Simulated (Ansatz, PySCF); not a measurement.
3-bromo-1,1-difluoropropa-1,2-diene (C3HBrF2), SMILES FC(F)=C=CBr.

Coordinates come from a B3LYP-D3(BJ)/def2-SVP optimisation.

Vertical ionisation energy (IE) and electron affinity (EA) in eV. Rows of orbital energies are one-electron estimates. Where ΔSCF, EOM or ADC give a negative EA the extra electron is unbound and the value depends on the basis.

| level | IE | EA |
|---|---|---|
| −ε(HOMO), −ε(LUMO), CAM-B3LYP/def2-TZVP (PySCF) | 9.26 | 0.19 |
| −ε(HOMO), −ε(LUMO), PBE/def2-TZVP (PySCF) | 6.64 | 2.29 |
| ΔSCF, PBE0/def2-SVPD (Ansatz), final states of multiplicity 2 and 2 | 10.10 | -0.43 |
| ΔSCF, PBE/def2-SVPD (Ansatz), final states of multiplicity 2 and 2 | 9.81 | -0.36 |

**Question.** What vertical singlet–triplet gap does ΔSCF give with PBE0/def2-SVPD (Ansatz, a quantum-chemistry and plane-wave program) and with PBE/def2-SVPD (Ansatz)? (The exact figures need the calculation; the answer reports its results.)

**Answer.** 3.93 and 3.97 eV (triplet above singlet where positive).
